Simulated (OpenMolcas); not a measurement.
Zr3+: moving or changing the point charges

Zr3+ among 6 point charges of -1 e arranged as a trigonal prism (D3h), 2.16 Å from the ion, with a polar angle of 53.5° against the regular 49.1°.

```yaml
Program: OpenMolcas 26.06
Method: CASSCF
Basis: ANO-RCC-VDZP [6s5p3d1f]
Scalar_Hamiltonian: DKH2, point nucleus
Active_space: 1 electron in 5 orbitals (4d)
State_averaging: 2S+1 = 2 even, 5 roots
Spin-orbit_coupling: state interaction with AMFI integrals over the reference wave functions
```

Runs around this geometry, states (labels of D3, the rotations of D3h). Energies in cm-1 above the lowest state or level, χT in cm3 K/mol.

```tsv
R (Å)	q (e)	Polar angle / regular	Ground state	First state of that spin	First gap with spin-orbit (degeneracies)	χT at 300 K
2.16	-0.8	1.09	2A1	2E 1003	551.6 (2, 2)	0.297
2	-1	1.09	2A1	2E 1255	865.4 (2, 2)	0.332
2.16	-1	1.09	2A1	2E 1033	599.1 (2, 2)	0.311
2.28	-1	1.09	2A1	2E 825.9	379.0 (2, 2)	0.293
2.16	-1	1.18	2A1	2E 5098	4588 (2, 2)	0.316
```

Taking the first state of the same spin as R^-n, n = -ln(825.9 / 1255) / ln(2.28 / 2) = 3.2 between the shortest and longest distance.

Scaling the charges by -0.8 / -1 = 0.80 scales the first state of the same spin by 1003 / 1033 = 0.97; with fixed orbitals a first-order splitting would follow the charge.

The ground term spreads over less than 5000 cm-1, several times less than with real ligands, so orbital moments are less quenched and χT lies further from the spin-only value than at real sites (holds for R = 2.16, q = -0.8, ratio = 1.09; R = 2.28, q = -1, ratio = 1.09). This is an electrostatic model: the charges have no orbitals. No measured value stands beside these numbers.
